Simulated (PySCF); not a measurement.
Ga(H)(Br)(OMe) (CH4BrGaO), SMILES C[O][GaH][Br]. Coordinates come from a TPSSh-D3(BJ)/def2-SVP optimisation. The structure was generated by enumeration; whether it is a known compound was not checked. Other conformers were not sampled.

The numbers are results of PySCF with TPSSh-D3(BJ)/def2-SVP, not measurements.

Harmonic wavenumbers (cm⁻¹): 87, 99, 139, 264, 301, 441, 583, 621, 1118, 1177, 1197, 1477, 1491, 1494, 2067, 2996, 3079, 3086. Rotational constants (GHz): 4.829, 1.570, 1.194; symmetry number 1.

**Question.** Work out the zero-point energy and the ideal-gas rigid-rotor harmonic-oscillator thermochemistry at 298.15 K and 1 atm.

**Answer.** ZPE = ½ Σ hcν = ½ × 21715 cm⁻¹ = 31.04 kcal/mol. H − E(el) = 35.74 kcal/mol. Entropy in cal/(mol K): translation 41.50, rotation 27.96, vibration 14.99, total 84.45. G − E(el) = 10.56 kcal/mol. Cp = 21.56 cal/(mol K). Modes under 150 cm⁻¹ make the vibrational entropy uncertain.
